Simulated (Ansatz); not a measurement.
`[SiH3][S][GaH][SiH3]` + `N[SiH3]` → `[SiH3][NH][GaH][SiH3]` + `[SiH3]S`  (ligand exchange at a Ga–S bond)

Computed with Ansatz on PBE0-D4/def2-TZVP structures; ΔE is electronic, products minus reactants. CCSD(T)/CBS is the MP2 limit (def2-TZVPP, def2-QZVPP) plus CCSD(T) − MP2 in def2-TZVPP, frozen cores. This one scheme is used for every species. Functionals use def2-TZVPP. B3LYP here is the variant with VWN-RPA as its local correlation; programs differ in this. For Ga outer-core shells are correlated without core-valence functions, which leaves a few kJ/mol of doubt a bond. Scalar relativity is left out up to krypton. One conformer a species, not always the lowest.

`[SiH3][S][GaH][SiH3]`:

Cartesian coordinates in Å:
```
Si 0.126 2.444 1.264
S 1.066 0.538 1.028
Ga -0.344 -0.366 -0.414
Si 0.163 -2.601 -1.136
H 0.951 3.223 2.221
H 0.059 3.171 -0.029
H -1.249 2.301 1.804
H -1.553 0.543 -0.836
H 0.336 -2.629 -2.615
H -0.961 -3.515 -0.790
H 1.406 -3.108 -0.498
```

`N[SiH3]`:

Cartesian coordinates in Å:
```
N -0.859 -0.518 -0.362
Si 0.458 0.394 0.265
H -1.096 -1.403 0.056
H -1.021 -0.540 -1.356
H 0.294 0.477 1.739
H 1.820 -0.159 -0.001
H 0.405 1.749 -0.342
```

`[SiH3][NH][GaH][SiH3]`:

Cartesian coordinates in Å:
```
Si -2.213 1.052 0.712
N -0.935 0.016 0.196
Ga 0.836 0.431 -0.071
Si 2.271 -1.358 -0.797
H -3.307 1.145 -0.297
H -2.836 0.588 1.984
H -1.633 2.403 0.921
H -1.185 -0.947 0.015
H 1.215 1.923 0.211
H 1.518 -2.633 -0.951
H 2.900 -1.032 -2.107
H 3.368 -1.587 0.185
```

`[SiH3]S`:

Z-matrix (Å, degrees):
```
Si
S 1 2.137
H 1 1.485 2 111.6
H 1 1.485 2 111.6 3 -122.0
H 1 1.482 2 104.8 3 119.0
H 2 1.344 1 94.7 3 60.9
```

(1) Is it downhill or uphill in electronic energy at CCSD(T)/CBS, and by how much? (Estimate.)

(2) What do these levels give: PBE-D4, PBE0-D4, B3LYP, HF/def2-TZVPP, SCS-MP2/def2-QZVPP, MP2/CBS(def2)? (An estimate is asked.)

Largest T1 diagnostic among the species: 0.014.

Results:

(1) The calculation gave: Uphill: ΔE = +43.8 kJ/mol.

(2) Computed: PBE-D4 48.9, PBE0-D4 51.5, B3LYP 44.2, HF/def2-TZVPP 47.6, SCS-MP2/def2-QZVPP 42.3, MP2/CBS(def2) 47.3 kJ/mol.

In def2-TZVPP, CCSD(T) changes the Hartree–Fock value by −7.4 kJ/mol (the triples alone add +0.1 kJ/mol) and MP2 by −3.9 kJ/mol.
